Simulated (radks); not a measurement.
Species: the rhenium ion Re22+. Configuration: [Kr] 4d10 4f7 (the NIST ground configuration).

Calculated with a radial shooting solver on a logarithmic mesh with Libxc functionals: scalar-relativistic Kohn-Sham, PBE, spin-polarised, spherical densities, finite nucleus; open shells are filled with parallel spins first (spin-orbit coupling, left out, can overturn this in heavy ions); Fermi nuclear charge, rms radius 5.3698 fm.

Energy parts (eV):
| part | energy |
|---|---|
| total | -448729.92 |
| kinetic | 496233.29 |
| electron-nucleus | -1076846.89 |
| Hartree | 140236.24 |
| exchange-correlation | -8352.55 |

Orbitals (lengths in bohr, moments of r in powers of bohr; <r^-3> diverges for s and p1/2; r(max) is where P^2 peaks):
[
 {"orbital": "1s down", "occ.": "1", "eigenvalue (eV)": "-72263.66", "r(max)": "0.01124", "<r^-3>": "-"},
 {"orbital": "1s up", "occ.": "1", "eigenvalue (eV)": "-72263.64", "r(max)": "0.01124", "<r^-3>": "-"},
 {"orbital": "2s up", "occ.": "1", "eigenvalue (eV)": "-13047.57", "r(max)": "0.06453", "<r^-3>": "-"},
 {"orbital": "2s down", "occ.": "1", "eigenvalue (eV)": "-13047.38", "r(max)": "0.06453", "<r^-3>": "-"},
 {"orbital": "2p up", "occ.": "3", "eigenvalue (eV)": "-11468.72", "r(max)": "0.05303", "<r^-3>": "20800"},
 {"orbital": "2p down", "occ.": "3", "eigenvalue (eV)": "-11468.58", "r(max)": "0.05303", "<r^-3>": "20800"},
 {"orbital": "3s up", "occ.": "1", "eigenvalue (eV)": "-3505.000", "r(max)": "0.1820", "<r^-3>": "-"},
 {"orbital": "3s down", "occ.": "1", "eigenvalue (eV)": "-3498.589", "r(max)": "0.1819", "<r^-3>": "-"},
 {"orbital": "3p up", "occ.": "3", "eigenvalue (eV)": "-3039.034", "r(max)": "0.1803", "<r^-3>": "4668"},
 {"orbital": "3p down", "occ.": "3", "eigenvalue (eV)": "-3032.575", "r(max)": "0.1802", "<r^-3>": "4685"},
 {"orbital": "3d up", "occ.": "5", "eigenvalue (eV)": "-2510.076", "r(max)": "0.1469", "<r^-3>": "595.5"},
 {"orbital": "3d down", "occ.": "5", "eigenvalue (eV)": "-2505.167", "r(max)": "0.1467", "<r^-3>": "597.8"},
 {"orbital": "4s up", "occ.": "1", "eigenvalue (eV)": "-1198.136", "r(max)": "0.4076", "<r^-3>": "-"},
 {"orbital": "4s down", "occ.": "1", "eigenvalue (eV)": "-1187.492", "r(max)": "0.4078", "<r^-3>": "-"},
 {"orbital": "4p up", "occ.": "3", "eigenvalue (eV)": "-1039.746", "r(max)": "0.4254", "<r^-3>": "1194"},
 {"orbital": "4p down", "occ.": "3", "eigenvalue (eV)": "-1029.523", "r(max)": "0.4257", "<r^-3>": "1185"},
 {"orbital": "4d up", "occ.": "5", "eigenvalue (eV)": "-842.2426", "r(max)": "0.4299", "<r^-3>": "138.3"},
 {"orbital": "4d down", "occ.": "5", "eigenvalue (eV)": "-832.1801", "r(max)": "0.4304", "<r^-3>": "136.9"},
 {"orbital": "4f up", "occ.": "7", "eigenvalue (eV)": "-623.9803", "r(max)": "0.3827", "<r^-3>": "29.26"},
 {"orbital": "4f down", "occ.": "0", "eigenvalue (eV)": "-613.1829", "r(max)": "0.3843", "<r^-3>": "29.00"}
]

The highest occupied level is 4f up at -623.98 eV. The electron density at the nucleus is 1.648e+06 e/bohr^3 (large components only). Summed over all electrons, <r^2> = 6.860 bohr^2, which gives a Langevin (diamagnetic) susceptibility term of -5.43 x 10^-6 cm^3/mol. The density falls to 0.001 e/bohr^3 at r = 1.42 bohr.
